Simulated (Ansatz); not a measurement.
The cluster Rb₂H₂, relaxed as a quintet with UKS r2SCAN-D4/def2-TZVP in Ansatz, starting from the r2SCAN-D4/def2-TZVP geometry of the neutral singlet. Force threshold 0.02 eV/Å.

In the def2 sets Rb takes a core potential; there is no spin–orbit coupling. In the quintet geometry the species has come apart into loosely held pieces. At r2SCAN-D4/def2-TZVP a singlet of charge 0 lies 4.78 eV below the quintet, each at its own geometry. The structure comes from a short search, and lower isomers may exist.

Start:

```csv
atom,x (Å),y (Å),z (Å)
Rb1,0.436,1.270,1.440
Rb2,-0.436,-1.270,-1.440
H3,-1.715,0.018,0.504
H4,1.715,-0.018,-0.504
```

**Question.** Estimate the energy that the relaxation releases and the steps that it takes.

**Answer.** 1.29 eV, in 11 steps; 20 s on 4 threads of Intel Xeon on a shared host. No frequencies were taken in this run, so the end may be a saddle point.

**Question.** Does the start keep its bonding and symmetry?

**Answer.** Bonds lost: Rb1–H3, Rb1–H4, Rb2–H3, Rb2–H4 (atoms count from 1). Metal–metal contacts that move far: Rb1–Rb2 3.94 to 7.53 Å. The end holds 4 separate pieces. Point group D2h at the start, D2h at the end, both within 0.05 Å.

**Question.** Predict the relaxed structure.

**Answer.** 
```xyz
4

Rb    0.8338    2.4289    2.7544
Rb   -0.8337   -2.4292   -2.7541
H    -3.1740    0.0332    0.9316
H     3.1739   -0.0329   -0.9318
```
Bond lengths (bridged metal pairs left out): .
